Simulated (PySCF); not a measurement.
# Calculated properties of `C([Si@@H](Cl)CC#N)N([SiH3])[SiH3]`

C3H11ClN2Si3.
Structure used (GFN2-xTB), in Å, numbered top down from 1:
```xyz
20
C3H11ClN2Si3 angstrom
N      1.6265    1.7435    1.6022
C      1.8924    1.0863    0.7044
C      2.2397    0.2511   -0.4024
Si     1.2754   -1.4102   -0.3621
Cl     1.9706   -2.5156   -1.9134
C     -0.5964   -1.1198   -0.6217
N     -1.1103    0.0620    0.0569
Si    -1.4470    1.4530   -0.9231
Si    -1.4900   -0.1169    1.7434
H      2.0204    0.7943   -1.3244
H      3.3163    0.0679   -0.3695
H      1.5895   -2.1186    0.8789
H     -1.1445   -2.0040   -0.2776
H     -0.8035   -1.0379   -1.6931
H     -1.5257    2.6013   -0.0373
H     -2.6869    1.2451   -1.6852
H     -0.3500    1.5886   -1.8930
H     -2.5357   -1.1456    1.8638
H     -0.2903   -0.5908    2.4392
H     -1.9557    1.1770    2.2108
```

Among its groups: nitrile, Si–H bond and C–Si bond.

From GFN2-xTB geometry:

| Property | Result |
| --- | --- |
| Point group of the GFN2-xTB geometry | C1 |
| Rotational constants A, B, C of the GFN2-xTB geometry | 1.089, 0.552, 0.492 GHz |

From PBE0/pcSseg-1 ground state and GIAO shieldings, non-relativistic (PySCF):

| Property | Result |
| --- | --- |
| Dipole moment | 2.30 D |
| HOMO energy | -6.90 eV |
| LUMO energy | -0.40 eV |
| HOMO–LUMO gap | 6.50 eV |
| Lowest Hirshfeld atomic charge | -0.26 e on N7 |
| Highest Hirshfeld atomic charge | +0.38 e on Si4 |
| 13C chemical shifts (computed TMS as zero) by class | 122.2 (C2), 42.9 (C6), 4.5 (C3) ppm |
| 1H chemical shifts (computed TMS as zero) by class | 5.76 (H12), 4.79 (H15/H16/H17/H18/H19/H20), 3.23 (H13), 2.80 (H14), 2.18 (H10), 2.00 (H11) ppm |
| Isotropic shieldings of nuclei other than C and H, by class | -32 (N1), 279 (N7), 354 (Si4), 391 (Si8/Si9), 974 (Cl5) ppm |
| Mayer bond orders between heavy atoms | N1–C2 2.99, C2–C3 1.04, C3–Si4 0.84, Si4–Cl5 0.97, Si4–C6 0.92, C6–N7 0.91, N7–Si8 0.90, N7–Si9 0.89 |

Monoisotopic mass (most abundant isotopes): 193.9919 u.

The dipole matches unit charges of opposite sign 0.48 Å apart (1 e·Å = 4.8032 D). The rotational constants make it an asymmetric top with κ = (2B − A − C)/(A − C) = -0.80, nearer the prolate limit (−1). With B = h/(8π²I), that is 505.379 GHz u Å² over I, the principal moments of inertia are 463.9, 916.0 and 1026.5 u Å² (most abundant isotopes); the inertial defect Ic − Ia − Ib is -353.4 u Å² (zero for a rigid planar frame, negative otherwise). A dipole of 2.30 D is allowed in C1, and pure rotational transitions are dipole-allowed.

One conformer (not necessarily the lowest) at the GFN2-xTB geometry, without solvent or vibrations. GFN2-xTB frequencies show an imaginary mode (42i cm⁻¹), so this geometry is no minimum at that level. NMR classes are plain means over equivalent atoms (diastereotopic ones count apart unless rotation or inversion swaps them), as if these changed places fast; in this geometry the members of some classes differ.
